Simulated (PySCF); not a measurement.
# One molecule, several mistakes: CFH6Si2

These are calculations, not measurements. The program is PySCF 2.14.0, an open-source quantum chemistry code, run on an isolated molecule that a program drew, which may never have been made. The molecule is CFH6Si2 (charge 0, doublet), drawn as the SMILES string `C[SiH][SiH2]F`.

Each row is a Hartree-Fock (HF) and frozen-core CCSD(T) single point in the cc-pV(D+d)Z basis, meant for a local HF minimum. Run 1 is clean. Each other run has one planted mistake out of seven kinds, and not every kind appears here: one electron removed, one electron added, multiplicity raised by two, geometry at a saddle point, minimal basis STO-3G, one bond length entered in bohr, all coordinates scaled. The reference is restricted for singlets and unrestricted otherwise, and also for a bond in bohr. Adding or removing an electron swaps singlet and doublet. Electrons count all cores. HOMO and LUMO are orbital energies over both spins, the gradient is its largest component, and the lowest frequency (negative if imaginary) is given only where the gradient is small. Bond lengths are over the 9 bonds as drawn. T1 is the CCSD diagnostic: over 0.02 (restricted) or 0.045 (unrestricted) a single reference is doubtful.

Geometry of the clean run:
```xyz
10
CFH6Si2, angstrom
C    -1.4904   -0.5844   -1.8315
Si   -0.0168    0.2797   -1.0156
Si    0.3684   -0.4070    1.2020
F     1.5051    0.5574    1.8455
H    -1.3004   -1.6550   -1.9533
H    -1.6782   -0.1617   -2.8214
H    -2.3974   -0.4634   -1.2343
H     1.2041    0.1367   -1.8496
H    -0.8556   -0.2609    2.0172
H     0.8653   -1.7934    1.3330
```

```
run  electrons  basis functions  <S^2>  HOMO (eV)  LUMO (eV)  gradient (hartree/bohr)  lowest frequency (cm^-1)  mean bond (Å)  longest bond (Å)      T1  HF (hartree)  CCSD(T) (hartree)                          mistake
  1         49              104  0.757      -8.69       1.19                  2.2e-05                        44         1.5101             2.353  0.0127    -718.70317         -719.28265                         no fault
  2         49              104  1.334      -9.11       1.04                  2.6e-02                         -         1.6183             2.353  0.0387    -718.58913         -719.16306  one bond length entered in bohr
  3         50              104  0.000      -0.68       7.88                  5.1e-02                         -         1.5101             2.353  0.0125    -718.69092         -719.30265               one electron added
  4         49               34  0.753      -6.03       6.23                  2.5e-02                         -         1.5101             2.353  0.0075    -710.13001         -710.31379             minimal basis STO-3G
  5         49              104  0.757      -8.78       1.08                  2.0e-02                         -         1.5524             2.419  0.0131    -718.69654         -719.27979                                ?
  6         48              104  0.000     -17.09      -6.73                  6.3e-02                         -         1.5101             2.353  0.0143    -718.41961         -718.99212                                ?
```

**Which mistake was planted in run 5, and what did it cost?**

The mean and the longest bond both change by the same factor, 1.028, and the gradient is no longer small. So the mistake is: all coordinates scaled. Subtracting run 1 and multiplying by 627.51 kcal/mol a hartree, the energy moved by 4.2 kcal/mol in HF and 1.8 kcal/mol in CCSD(T).

**Which mistake was planted in run 6, and what did it cost?**

It counts 48 electrons, one fewer than the clean run, at the same geometry and basis. So the mistake is: one electron removed. Subtracting run 1 and multiplying by 627.51 kcal/mol a hartree, the energy moved by 177.9 kcal/mol in HF and 182.3 kcal/mol in CCSD(T).

